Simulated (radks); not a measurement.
Coulomb parameter of the 5d shell of the tantalum ion Ta+ in the model configuration [Xe] 4f14 5d2 6s1 6p1, as a second difference U = [E(n + 0.5) + E(n - 0.5) - 2 E(n)] / (0.5)^2 with all orbitals relaxed. "Bare": the charge of the atom changes with n. "Screened": the 6p shell takes up the change at fixed total charge, which measures U(5d,5d) + U(6p,6p) - 2 U(5d,6p). Calculated with a radial shooting solver on a logarithmic mesh with Libxc functionals: Dirac Kohn-Sham, PBE, spin-unpolarised, spherical densities, point nucleus; open shells are shared between the two j in proportion to 2j + 1.

case                       configuration  E - E(n) (eV)
start              [Xe] 4f14 5d2 6s1 6p1          0.000
bare +0.5        [Xe] 4f14 5d2.5 6s1 6p1         -5.512
bare -0.5        [Xe] 4f14 5d1.5 6s1 6p1          7.854
screened +0.5  [Xe] 4f14 5d2.5 6s1 6p0.5         -2.489
screened -0.5  [Xe] 4f14 5d1.5 6s1 6p1.5          2.898

U(bare) = 9.367 eV, U(screened by 6p) = 1.637 eV, against the Slater integral F0(5d,5d) = 12.291 eV with frozen orbitals.
